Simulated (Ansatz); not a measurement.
(4-tert-butylphenyl)diphenylsulfonium bromide, `CC(C)(C)c1ccc([S+](c2ccccc2)c2ccccc2)cc1.[Br-]`. The state is a singlet with charge 0. Geometry PBE-D4/def2-SVP.

```xyz
47

C    -0.443   -4.131    3.084
C    -0.895   -2.660    3.027
C    -0.428   -1.954    4.322
C    -2.440   -2.625    2.945
C    -0.315   -1.921    1.811
C    -0.609   -0.551    1.616
C    -0.106    0.163    0.523
C     0.693   -0.506   -0.421
S     1.418    0.375   -1.836
C     1.604    2.032   -0.981
C     2.745    2.130   -0.166
C     3.049    3.348    0.456
C     2.230    4.470    0.244
C     1.105    4.369   -0.589
C     0.784    3.148   -1.208
C     0.061    0.799   -2.947
C    -1.282    0.581   -2.617
C    -2.270    0.978   -3.532
C    -1.914    1.590   -4.744
C    -0.558    1.801   -5.053
C     0.441    1.401   -4.158
C     1.005   -1.862   -0.262
C     0.507   -2.549    0.855
H     0.660   -4.222    3.163
H    -0.882   -4.623    3.976
H    -0.775   -4.701    2.193
H    -0.761   -0.898    4.364
H    -0.840   -2.473    5.212
H     0.679   -1.963    4.402
H    -2.800   -3.122    2.021
H    -2.883   -3.152    3.815
H    -2.830   -1.586    2.945
H    -1.245   -0.016    2.337
H    -0.331    1.234    0.418
H     3.390    1.250   -0.014
H     3.937    3.425    1.102
H     2.474    5.429    0.726
H     0.463    5.247   -0.760
H    -0.099    3.072   -1.858
H    -1.555    0.085   -1.676
H    -3.329    0.798   -3.293
H    -2.694    1.897   -5.456
H    -0.274    2.268   -6.008
H     1.505    1.530   -4.404
H     1.595   -2.370   -1.044
H     0.771   -3.610    0.962
Br    1.443   -1.925   -3.493
```

The 6-31G sets use Cartesian d functions. Single mean-field runs in def2-SVP, def2-TZVP are fitted with def2-universal-jkfit. The restricted singlet is unstable towards broken spin symmetry in Hartree–Fock (as tested in another run); at HF/6-31G this wasn't settled.

Question: Estimate the orbital energies around the gap (eV) in Ansatz with HF/6-31G, PBE-D4/def2-TZVP, B97M-V/def2-TZVP, PBE0-D4/def2-SVP, PBE0-D4/def2-TZVP.

Answer: 
```tsv
orbital	HF/6-31G	PBE-D4/def2-TZVP	B97M-V/def2-TZVP	PBE0-D4/def2-SVP	PBE0-D4/def2-TZVP
HOMO−9	-12.58	-7.91	-8.34	-9.28	-9.29
HOMO−8	-10.30	-7.06	-7.26	-8.12	-8.13
HOMO−7	-10.08	-6.96	-7.14	-7.99	-8.00
HOMO−6	-9.92	-6.80	-6.98	-7.83	-7.84
HOMO−5	-9.67	-6.68	-6.86	-7.69	-7.70
HOMO−4	-9.56	-6.62	-6.79	-7.62	-7.62
HOMO−3	-9.47	-6.46	-6.65	-7.45	-7.46
HOMO−2	-7.62	-4.76	-4.92	-5.39	-5.70
HOMO−1	-7.51	-4.61	-4.81	-5.29	-5.61
HOMO	-7.37	-4.55	-4.76	-5.23	-5.58
LUMO	2.42	-2.29	-2.12	-1.36	-1.48
LUMO+1	2.46	-2.10	-1.93	-1.19	-1.31
LUMO+2	2.68	-1.99	-1.82	-1.05	-1.16
LUMO+3	3.01	-1.76	-1.55	-0.80	-0.91
LUMO+4	3.37	-1.57	-1.35	-0.55	-0.66
LUMO+5	3.48	-1.49	-1.26	-0.47	-0.57
```
